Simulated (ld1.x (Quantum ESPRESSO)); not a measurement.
## Reading a pseudo-wave (holmium (Ho))

Columns: radius, all-electron u(r) and pseudo u(r) of the 5s shell (level -51.90 eV) of holmium in the configuration [Kr] 4d10 4f11 5s2 5p6 5d0 6s1 6p1; PBE, scalar-relativistic, PAW scheme, ld1.x (Quantum ESPRESSO) 7.5.

```
r (bohr)  all-electron  pseudo
   0.190        0.3509  0.3680
   0.380       -0.5281  0.6940
   0.570       -0.1762  0.9437
   0.760        0.5311  1.0954
   0.950        0.9400  1.1436
   1.140        1.0450  1.0990
   1.330        0.9726  0.9846
   1.520        0.8251  0.8301
   1.710        0.6623  0.6653
   1.900        0.5128  0.5136
   2.090        0.3875  0.3875
   2.280        0.2878  0.2878
   2.470        0.2110  0.2110
   2.660        0.1533  0.1533
   2.850        0.1105  0.1105
   3.040        0.0792  0.0792
   3.230        0.0566  0.0566
   3.420        0.0403  0.0403
   3.610        0.0286  0.0286
   3.800        0.0202  0.0202
   3.990        0.0143  0.0143
   4.180        0.0101  0.0101
   4.370        0.0071  0.0071
   4.560        0.0050  0.0050
   4.750        0.0035  0.0035
   4.940        0.0025  0.0025
```

(1) How many radial nodes do the two functions have?

(2) At about which radius was the pseudo-wave matched?

(3) Is the pseudo-wave norm-conserving?

Answers

(1) The all-electron 5s function has n − l − 1 = 4 (the table is too coarse to show those close to the nucleus); the pseudo-wave has 0, since the states of the same l below it are removed with the core.

(2) 2.10 bohr, where the columns begin to agree (steps of 0.19 bohr).

(3) No, it belongs to a PAW set: the norm inside the radius is not constrained, and the difference is carried by the augmentation charge.
